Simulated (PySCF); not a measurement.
Al(Me)(OH)(SMe) (C₂H₇AlOS), SMILES C[S][Al]([CH3])[OH]. The structure is a stationary point at PBE-D3(BJ)/def2-SVP. One conformer was computed; it need not be the lowest.

Computed equilibrium geometry at PBE-D3(BJ)/def2-SVP (PySCF confirms it by a frequency run) as bond lengths and angles, and its point group (one conformer of several):
point group Cs.
Atoms: Al1 C2 H3 H4 H5 O6 H7 S8 C9 H10 H11 H12. Bond lengths (Å): Al1–C2 1.957, Al1–O6 1.728, Al1–S8 2.190, C2–H3 1.109, C2–H4 1.110, C2–H5 1.110, O6–H7 0.969, S8–C9 1.848, C9–H10 1.106, C9–H11 1.107, C9–H12 1.107. Angles (°): C2–Al1–O6 125.5, C2–Al1–S8 121.4, O6–Al1–S8 113.2, Al1–C2–H3 111.1, Al1–C2–H4 111.5, Al1–C2–H5 111.5, H3–C2–H4 107.7, H3–C2–H5 107.7, H4–C2–H5 107.2, Al1–O6–H7 124.2, Al1–S8–C9 101.5, S8–C9–H10 111.4, S8–C9–H11 108.6, S8–C9–H12 108.6, H10–C9–H11 109.6, H10–C9–H12 109.6, H11–C9–H12 109.1.
Charge 0, spin multiplicity 1.
